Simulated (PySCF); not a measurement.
## Polarisability and C₆ of Te³⁺ (tellurium, charge +3)

[Kr] 4d10 5s2 5p1, 2P determinant. Computed with PySCF 2.14 in ANO-RCC-VTZP (7s6p4d2f1g, 68 functions), with the spin-free X2C one-electron Hamiltonian (Gaussian nucleus). Coupled (time-dependent) response in atomic units; α is the mean over directions. The basis has no added diffuse functions, which lowers α and C₆.

```tsv
method	mean α (bohr³)	α xx, yy, zz	C₆ (like pair)	S(−4)
UHF	11.43	11.94, 10.42, 11.94	62.70	38.95
PBE	10.45	10.76, 9.831, 10.76	56.41	30.40
PBE0	10.68	11.05, 9.949, 11.05	57.85	32.27
BHandHLYP	10.70	11.08, 9.929, 11.08	57.88	32.58
```

S(−4) is the Cauchy moment in α(ω) = α(0) + S(−4) ω² + …

Spin-orbit coupling is absent.

α(iu) at BHandHLYP:

| u (hartree) | α(iu) (bohr³) |
| --- | --- |
| 0 | 10.70 |
| 0.0500 | 10.62 |
| 0.100 | 10.38 |
| 0.200 | 9.563 |
| 0.300 | 8.494 |
| 0.500 | 6.412 |
| 0.750 | 4.563 |
| 1.00 | 3.424 |
| 1.50 | 2.215 |
| 2.00 | 1.606 |
| 3.00 | 0.9920 |
| 5.00 | 0.4962 |

For an ion, C₆ is the dispersion term alone; charge-induced terms of lower order in 1/R come first.

The components differ because the open shell of this determinant is not spherical; for a pure term their mean is the scalar polarisability.
